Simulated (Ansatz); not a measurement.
`CC(Cl)[SiH2]O` + `FB(F)F` → `O[SiH2]B(F)F` + `CC(F)Cl`  (formal exchange of groups at the Si–C bond)

Program: Ansatz. Geometries: PBE0-D4/def2-TZVP. ΔE: electronic, gas phase. CBS: MP2 limit from def2 TZ/QZ plus the TZ coupled-cluster correction, frozen cores. This one scheme is used for every species. DFT in def2-TZVPP. Each species was taken in one conformer, which may not be the lowest.

```csv
level,ΔE (kJ/mol)
CAM-B3LYP,219.7
MP2/def2-SVP,256.2
```

(1) What does CCSD(T)/CBS give? (An estimate is asked.)

Largest T1 diagnostic among the species: 0.013.

## Answers

(1) Ansatz gave: +235.5 kJ/mol. The listed levels differ from it by -15.8, 20.7 kJ/mol.

From r2SCAN to r2SCAN0 (25 % exact exchange), in def2-TZVPP and without D4, ΔE moves by +8.1 kJ/mol. At CCSD(T), def2-SVP lies +5.8 kJ/mol from the extrapolated value and def2-TZVPP −0.6 kJ/mol.

CCSD(T)/CBS has its own doubt, a few kJ/mol and more with outer-core shells, so smaller differences from it don't rank the levels.
